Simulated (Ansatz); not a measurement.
Ansatz (an electronic-structure program) input (PBE0/def2-TZVP):

Ansatz 0.2 input:
```yaml
crystal:
  periodic: [false, false, false]
  atoms:
    - {symbol: Mg, position_ang: [-0.00000000, -0.00000000, -1.30205059]}
    - {symbol: Cl, position_ang: [0.00000000, 0.00000000, 0.91909453]}
basis:
  gaussian:
    orbitals: def2-TZVP
hamiltonian:
  xc: {name: PBE0}
magnetization: {spin_polarized: true, initial_magnetization: 1}
relax: {f_tol: 0.003, max_steps: 100}
```

Output:

```
Functional definition: PBE0
integrals: 0.02 GiB planned
556 factors; their error is unknown
mean field: 0.21 GiB planned
mean field evaluation 1: about -17960.4152 eV, gradient 1.4e1 eV
mean field evaluation 2: about -17959.7806 eV, gradient 1.9e1 eV
mean field evaluation 4: about -17961.6662 eV, gradient 4.9e-1 eV
mean field evaluation 8: about -17961.7293 eV, gradient 6.2e-3 eV
mean field -17961.72930540 eV, -660.0813770761 hartree, gradient 7.6e-5 eV, S^2 0.750614; 0 other end points of the search recorded, 0 dependent functions left out
the calculation of the forces begins
reference -17961.72933388 eV, -660.0813781229 hartree; 15, 14 occupied and 54, 55 virtual orbitals, 556 factors
relax step   1: F+E_penalty+E_count = -17961.72930540 eV  Δ(F+E_penalty+E_count) = +0.000e0 eV  max|allowed force component| = 1.130e-1 eV/Å  Δτ_max = 0.0000 Å  (25 SCF iters, accepted)
these checks for a lower state are left out or cut short: starts, cluster_reference, orbital_swaps, neighbouring_geometries, increment
integrals: 0.02 GiB planned
556 factors; their error is unknown
mean field: 0.21 GiB planned
mean field evaluation 16: about -17961.7298 eV, gradient 9.9e-2 eV
mean field -17961.72982808 eV, -660.0813962843 hartree, gradient 8.7e-5 eV, S^2 0.750608; 0 other end points of the search recorded, 0 dependent functions left out
the calculation of the forces begins
reference -17961.72985658 eV, -660.0813973315 hartree; 15, 14 occupied and 54, 55 virtual orbitals, 556 factors
relax step   2: F+E_penalty+E_count = -17961.72982808 eV  Δ(F+E_penalty+E_count) = -5.227e-4 eV  max|allowed force component| = 4.150e-2 eV/Å  Δτ_max = 0.0034 Å  (21 SCF iters, accepted)
these checks for a lower state are left out or cut short: starts, cluster_reference, orbital_swaps, neighbouring_geometries, increment
integrals: 0.02 GiB planned
556 factors; their error is unknown
mean field: 0.21 GiB planned
mean field -17961.72990783 eV, -660.0813992150 hartree, gradient 3.7e-5 eV, S^2 0.750605; 0 other end points of the search recorded, 0 dependent functions left out
the calculation of the forces begins
reference -17961.72993633 eV, -660.0814002624 hartree; 15, 14 occupied and 54, 55 virtual orbitals, 556 factors
relax step   3: F+E_penalty+E_count = -17961.72990783 eV  Δ(F+E_penalty+E_count) = -7.975e-5 eV  max|allowed force component| = 5.692e-4 eV/Å  Δτ_max = 0.0019 Å  (21 SCF iters, accepted)
integrals: 0.02 GiB planned
556 factors; their error is unknown
mean field: 0.21 GiB planned
mean field evaluation 32: about -17961.6687 eV, gradient 2.3e-2 eV
mean field -17961.72990783 eV, -660.0813992150 hartree, gradient 3.7e-5 eV, S^2 0.750605; 1 other end points of the search recorded, 0 dependent functions left out
the calculation of the forces begins
reference -17961.72993633 eV, -660.0814002624 hartree; 15, 14 occupied and 54, 55 virtual orbitals, 556 factors
Total energy: -17961.72993633 eV, -660.0814002624 hartree
Atom 0 at    -0.000000    -0.000000    -1.296734 Å, force    -0.000000     0.000000    -0.000569 eV/Å
Atom 1 at     0.000000     0.000000     0.913778 Å, force    -0.000000    -0.000000     0.000569 eV/Å
Dipole moment:    -0.000000    -0.000000    -0.702967 e Å
```
